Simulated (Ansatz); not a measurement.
`C#CN[AsH][SiH3]` + CH₃OH → `CO[AsH][SiH3]` + `C#CN` at 298.15 K and 1 bar (ligand exchange at the As–N bond).

Computed with Ansatz on PBE0-D4/def2-TZVP structures; ΔE is electronic, products minus reactants. CBS: MP2 limit from def2 TZ/QZ plus the TZ coupled-cluster correction, frozen cores. This one scheme is used for every species. For As outer-core shells are correlated without core-valence functions, which leaves a few kJ/mol of doubt a bond. Scalar relativity is left out up to krypton. Each species was taken in one conformer, which may not be the lowest.

```tsv
species	CCSD(T)/CBS energy (Eh)	H − E (kJ/mol)	S (J/(mol·K))
`C#CN[AsH][SiH3]`	-2658.41225	202.4	382.5
CH₃OH	-115.61712	146.3	238.2
`CO[AsH][SiH3]`	-2641.50192	218.5	366.7
`C#CN`	-132.52893	129.7	253.5
```

H − E and S are ideal-gas, rigid-rotor, harmonic terms from PBE0-D4/def2-TZVP, for one conformer and one mirror image of each species. 1 Eh = 2625.50 kJ/mol, R = 8.31446 J/(mol·K).

Task: By hand: ΔE, ΔH, ΔS and ΔG.

Result: ΔE = (-2641.50192) + (-132.52893) − (-2658.41225) − (-115.61712) = -0.00148 Eh = -3.9 kJ/mol. Δ(H − E) = 218.5 + 129.7 − 202.4 − 146.3 = -0.5, so ΔH = -4.4 kJ/mol. ΔS = 366.7 + 253.5 − 382.5 − 238.2 = -0.5 J/(mol·K). ΔG = -4.4 − 298.15 × (-0.5)/1000 = -4.3 kJ/mol.

Task: By hand: the equilibrium constant, and the temperature at which ΔG would vanish if ΔH and ΔS stayed fixed.

Result: log₁₀ K = −ΔG/(RT ln 10) = 0.8. ΔG = 0 at ΔH/ΔS = 8800 K, far beyond where these terms or the molecules hold.

The number of gas molecules stays the same, so ΔS is small and ΔH decides. The sign of ΔG lies within the doubt. A doubt of 5 kJ/mol in ΔE shifts log₁₀ K by 0.9 here. Other conformers and mirror images would add mixing entropy, several J/(mol·K) or more a flexible species. Modes under 60 cm⁻¹, often nearly free rotors, make the harmonic entropy too high. These are equilibria of isolated gas molecules and say nothing of rates. Largest T1 diagnostic: 0.013 (customary marks: 0.02 for closed shells, 0.045 for open ones).
